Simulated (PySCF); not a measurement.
## Electron correlation in Nd⁴⁴⁺ (neodymium, charge +44)

[Ne] 3s2 3p4, high-spin 3P determinant. All numbers are calculated (PySCF 2.14, no relativity, point nucleus, in an uncontracted even-tempered set (16 s from 8.4 bohr⁻², ratio 2.5; 10 p from 11 bohr⁻², ratio 2.5; 4 d from 48 bohr⁻², ratio 2.7; 4 f from 71 bohr⁻², ratio 2.7)). Frozen: 1s2; 14 electrons correlated; the 17 highest virtual orbitals of each spin left out.

```
  level  correlation energy (mhartree)
   CCSD                        -568.14
    (T)                          -1.11
CCSD(T)                        -569.25
```

Diagnostics: T1 = 0.00063, D1 = 0.0030, largest double amplitude 0.021.

Task: Is a single reference adequate?

Result: Yes, within this model without spin-orbit coupling: T1 lies below 0.03 and no double amplitude reaches 0.07.

At this charge a non-relativistic calculation is a model, useful for the Z dependence of the correlation energy.

Spin-orbit coupling is strong in this species, so the high-spin LS determinant is a model state.
